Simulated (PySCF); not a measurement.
This PySCF input asks for the NMR shieldings of `[Si@@H](OCC)(C=O)C([SiH3])[SiH3]`, C4H14O2Si3; the geometry comes from GFN2-xTB.

```python
import basis_set_exchange as bse
import numpy as np
from pyscf import gto, dft
from pyscf.prop import nmr

atoms = """
C     2.825326   -0.710133   -0.858999
C     2.084485    0.294380    0.010057
O     1.189562   -0.380744    0.852029
Si   -0.237518    0.089888    1.447939
C    -0.735469   -1.489453    2.397072
O    -1.747749   -1.575515    3.045440
C    -1.561548    0.496800    0.142760
Si   -1.880537   -0.967268   -1.039852
Si   -1.247902    2.131545   -0.781711
H     3.369472   -1.412650   -0.233280
H     3.526773   -0.195099   -1.509363
H     2.116664   -1.266406   -1.466989
H     1.538822    1.011702   -0.612210
H     2.791040    0.853716    0.634391
H    -0.094974    1.203374    2.396221
H    -0.062027   -2.371134    2.331923
H    -2.491118    0.639376    0.701129
H    -3.014174   -0.646325   -1.913442
H    -2.178416   -2.185982   -0.283691
H    -0.702679   -1.202599   -1.883351
H    -2.503427    2.626879   -1.348720
H    -0.699874    3.139218    0.133126
H    -0.289484    1.943417   -1.877460
"""
names = dict.fromkeys(["C", "O", "Si", "H"], "pcSseg-1")
basis = {el: gto.basis.parse(bse.get_basis(n, elements=[el], fmt="nwchem")) for el, n in names.items()}
mol = gto.M(atom=atoms, basis=basis, charge=0, verbose=0)
mf = dft.RKS(mol, xc="PBE0")
mf.grids.level = 2
mf.grids.alignment = dft.numint.BLKSIZE   # the property module wants whole blocks of grid points
mf.conv_tol = 1e-9
mf.kernel()

calc = nmr.RKS(mf)   # GIAO
C = mf.mo_coeff
Co = C[:, mf.mo_occ > 0]
resp = mf.gen_response(singlet=True, hermi=2)
def vind(x):   # induced exchange potential for any number of trial vectors
    d = np.einsum("pi,xij,qj->xpq", C, 2 * x.reshape(-1, C.shape[1], Co.shape[1]), Co, optimize=True)
    return np.einsum("xpq,pi,qj->xij", resp(d - d.transpose(0, 2, 1)), C, Co, optimize=True).ravel()
mo1, _ = nmr.rhf.solve_mo1(calc, with_cphf=vind)
sigma = calc.kernel(mo1)
for i, s in enumerate(sigma):   # ppm
    print("%2d %-2s %9.2f" % (i, mol.atom_pure_symbol(i), np.trace(s) / 3))
```

Q: What are the results?

A: 
```
 0 C     166.46
 1 C     123.54
 2 O     292.32
 3 Si    386.21
 4 C     -67.76
 5 O    -623.53
 6 C     200.47
 7 Si    421.71
 8 Si    417.86
 9 H      30.00
10 H      30.64
11 H      30.06
12 H      27.68
13 H      27.47
14 H      26.92
15 H      19.44
16 H      32.59
17 H      27.69
18 H      27.65
19 H      27.67
20 H      27.47
21 H      27.43
22 H      27.62
```

These numbers come from an equivalent density-fitted implementation of the same equations, which agrees with the script to about 0.01 ppm for H and up to a few tenths of a ppm for heavy atoms, so last digits may differ.

Q: Turn these shieldings into chemical shifts. Scale: TMS for 13C (186.93 ppm), 29Si (349.16 ppm), 1H (31.72 ppm); H2O for 17O (336.08 ppm) (reference shieldings calculated alike).

A: Averaging equivalent atoms: C 4: 254.7; C 1: 63.4; C 0: 20.5; C 6: -13.5; O 5: 959.6; O 2: 43.8; Si 3: -37.1; Si 8: -68.7; Si 7: -72.5; H 15: 12.27; H 14: 4.79; H 13: 4.25; H 20/21/22: 4.21; H 17/18/19: 4.05; H 12: 4.04; H 9/10/11: 1.48; H 16: -0.88 ppm. Unscaled 17O shifts of doubly bonded oxygen tend to come out too high, by tens of ppm or more. Experimental scales use liquid or dissolved standards, which lie at an offset from isolated H2O (liquid H2O: subtract about 36 ppm).

Size and cost of the density-fitted run: 244 basis functions, 71 s wall time on 1 thread of an Arm Neoverse V1, shared host; peak memory 1.1 GiB.
